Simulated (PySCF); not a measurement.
Ge(H)2(vinyl)(NH2) (C2H7GeN), SMILES C=[CH][GeH2][NH2].

The structure is a stationary point at B3LYP-D3(BJ)/def2-SVP. This is a generated structure with no PubChem entry under its InChIKey; it may be hypothetical. The values are those of a single conformer.

Calculation: PBE/def2-TZVP run with PySCF.

The molecule is in vacuum.

| Property | Value |
|---|---|
| total energy | -2211.71171 hartree |
| highest occupied level | -5.74 eV |
| lowest empty level | -1.42 eV |
| orbital gap | 4.32 eV |
| dipole moment | 1.53 D |
| quadrupole, principal values (traceless, Buckingham form, about the centre of nuclear charge) | -4.71, 0.25, 4.47 D·Å |
| mean static polarisability | 65.1 bohr³ (9.65 Å³) |
| polarisability, principal values | 53.1, 58.3, 84.0 bohr³ |
